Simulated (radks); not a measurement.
Values are calculated unless marked as measured or tabulated.
All-electron atom: Eu2+ in [Xe] 4f6 5f1 (not the ground configuration).

Code: a radial shooting solver on a logarithmic mesh with Libxc functionals. Model: scalar-relativistic Kohn-Sham, BLYP, spin-polarised, spherical densities, finite nucleus; open shells are filled with parallel spins first (spin-orbit coupling, left out, can overturn this in heavy ions); Fermi nuclear charge, rms radius 5.1115 fm.

Energy parts (eV):
part                      energy
total                 -295056.30
kinetic                316076.97
electron-nucleus      -717620.08
Hartree                113077.33
exchange-correlation    -6590.52

Orbitals (lengths in bohr, moments of r in powers of bohr; <r^-3> diverges for s and p1/2):
orbital  occ.  eigenvalue (eV)  <r^-3>   <1/r>      <r>      <r^2>
1s up       1        -48393.47       -   70.22  0.02232  0.0006793
1s down     1        -48393.47       -   70.22  0.02232  0.0006793
2s up       1        -7968.308       -   16.27  0.09512    0.01068
2s down     1        -7968.268       -   16.27  0.09512    0.01068
2p up       3        -7103.177   10780   15.23  0.08389   0.008590
2p down     3        -7103.149   10780   15.23  0.08389   0.008590
3s up       1        -1774.498       -   5.960   0.2497    0.07123
3s down     1        -1772.358       -   5.965   0.2495    0.07112
3p up       3        -1505.221    2243   5.611   0.2482    0.07137
3p down     3        -1503.094    2248   5.616   0.2479    0.07124
3d up       5        -1144.666   303.6   5.325   0.2261    0.06011
3d down     5        -1143.026   304.3   5.330   0.2258    0.05995
4s up       1        -374.7672       -   2.510   0.5655     0.3608
4s down     1        -369.5519       -   2.510   0.5655     0.3609
4p up       3        -286.0458   499.4   2.310   0.5984     0.4072
4p down     3        -280.8762   498.6   2.309   0.5986     0.4075
4d up       5        -162.3707   56.43   2.033   0.6514     0.4920
4d down     5        -157.2901   56.22   2.030   0.6525     0.4941
4f up       6         -29.0001   7.541   1.495   0.8681     0.9683
4f down     0         -24.5355   7.226   1.458   0.9067      1.079
5s up       1         -68.1837       -  0.9884    1.343      2.024
5s down     1         -65.5835       -  0.9716    1.362      2.082
5p up       3         -46.0106   73.22  0.8442    1.549      2.713
5p down     3         -44.0616   68.96  0.8254    1.579      2.819
5d up       0         -19.6158   4.466  0.5764    2.228      5.740
5d down     0         -18.7533   4.034  0.5566    2.292      6.056
5f up       1          -6.2948  0.1139  0.2171    5.532      34.45
6s up       0         -17.9659       -  0.3892    3.279      12.01
6s down     0         -17.5192       -  0.3900    3.266      11.87

The highest occupied level is 5f up at -6.295 eV. The configuration is held as typed, so some empty levels lie below it. The electron density at the nucleus is 6.06e+05 e/bohr^3 (large components only). The spin density at the nucleus is 0.53 e/bohr^3 (1s 0.01, 2s -0.75, 3s -12.62, 4s 1.52, 5s 12.37). Spin moment in Bohr magnetons: 7. The density falls to 0.001 e/bohr^3 at r = 4.03 bohr. Summed over all electrons, <r^2> = 70.30 bohr^2, which gives a Langevin (diamagnetic) susceptibility term of -55.7 x 10^-6 cm^3/mol.
